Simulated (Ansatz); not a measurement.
Ideal-gas functions of `NC(=O)[SiH2]F` at 800 K and 1 bar, from an Ansatz frequency run at PBE0-D4/def2-TZVP.

Molar mass 93.13 g/mol, point group Cs (symmetry number 1), electronic degeneracy 1, moments of inertia 68.594, 180.347, 242.89 u Å². Harmonic wavenumbers (cm⁻¹, unscaled): 83, 111, 305, 342, 365, 424, 619, 676, 709, 743, 844, 900, 950, 1091, 1344, 1619, 1743, 2266, 2277, 3580, 3727.

Use S(trans) = R[1.5 ln M + 2.5 ln T − 1.1517]; rotational temperatures θ = 24.2544 K / I; S(rot) = R[ln(√π/σ · √(T³/θAθBθC)) + 1.5]; for each mode x = 1.438777 ν̃/T, S = R[x/(eˣ − 1) − ln(1 − e⁻ˣ)] and H = RT x/(eˣ − 1); 1 cm⁻¹ = 0.0119627 kJ/mol; R = 8.31446 J/(mol·K).

Problem. By hand: the entropy, in J/(mol·K).

Solution. Translation 185.9. Rotation: θ = 0.3536, 0.1345, 0.0999 K, giving 122.8. Vibration, mode by mode: 24.14, 21.73, 13.41, 12.49, 11.96, 10.77, 7.84, 7.18, 6.84, 6.50, 5.60, 5.16, 4.80, 3.93, 2.74, 1.86, 1.56, 0.73, 0.72, 0.10, 0.08, in all 150.1. Electronic 0.0. Sum 458.8 J/(mol·K).

Problem. By hand: H − E and G − E in kJ/mol, counted from the electronic energy.

Solution. Zero-point energy ½ × 24718 × 0.0119627 = 147.8; thermal vibration 59.4; translation, rotation and pV give 4 RT = 26.6. H − E = 233.8 kJ/mol, and G − E = 233.8 − 800 × 458.8/1000 = -133.2 kJ/mol.

Vibration gives 33 % of the entropy, 45.9 J/(mol·K) of it from the modes under 150 cm⁻¹: soft modes count most, and the harmonic formula is weakest for them. The sum counts one conformer and one mirror image; others add a mixing term.
